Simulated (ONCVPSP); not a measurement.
# Pseudopotential generation for La: ONCV, LDA (Perdew-Zunger), scalar-relativistic.

ONCVPSP 4.0.1 input, shortened (lines: element, Z, core and valence counts, functional; n l f; lmax; l rc ep ncon nbas qcut; lloc lpopt rc5 dvloc0; l nproj debl; icmod fcfact rcfact), LDA (Perdew-Zunger), scalar-relativistic:

```
  La 57.00    9    5        3      upf
    1    0    2.00
    2    0    2.00
    2    1    6.00
    3    0    2.00
    3    1    6.00
    3    2   10.00
    4    0    2.00
    4    1    6.00
    4    2   10.00
    5    0    2.00
    5    1    6.00
    5    2    1.00
    6    0    1.75
    6    1    0.25
    3
    0    2.78    0.00    4    7    5.20
    1    3.80    0.00    4    9    4.70
    2    3.06    0.00    4    7    3.10
    3    2.94    0.20    3    7    3.80
    4    1    1.88    4.00
    0    2    0.80
    1    2    2.60
    2    2    1.30
    3    1    3.40
    3    2.00    1.00
```

In the f channel the program set the typed energies aside and used -0.179 Ha.

Poles of the logarithmic derivatives, all-electron (AE) and pseudo (PS). s: poles at -1.4, 1.9 (AE) and -1.4, 1.5, 3.1 (PS) Ha. p: poles at -0.8, 0.8, 3.1 (AE) and -0.8, 0.8, 1.5, 4.1 (PS) Ha. d: poles at 0.2, 2.8 (AE) and 0.2, 2.8 (PS) Ha. f: poles at -0.1, 1.6, 4.6 (AE) and -0.1, 4.1 (PS) Ha. Test radii: s 2.82, p 3.85, d 3.11, f 2.98 bohr.

* Cutoffs needed: 7.4 Ha and 16 Ha (the cutoffs (Ha) at which the residual kinetic energy of the hardest occupied pseudo-wave falls to 1 and 0.1 mHa per electron) The cutoffs count occupied waves only; projector 1 of the f channel, the hardest unoccupied one, needs 35 Ha at the loose tolerance.
* Ghost test: no bound ghost flagged but for a GHOST(-) flag that falls on a real empty level of the atom; no localised positive-energy state flagged
* Largest excitation error: -5.4 meV (all-electron minus pseudo) for 5s2 5p6 5d1 6s0 6p0, out of 4 test configurations
* rms error of d²Exc/dni dnj: 3.07 mHa without and 2.15 mHa with the model core
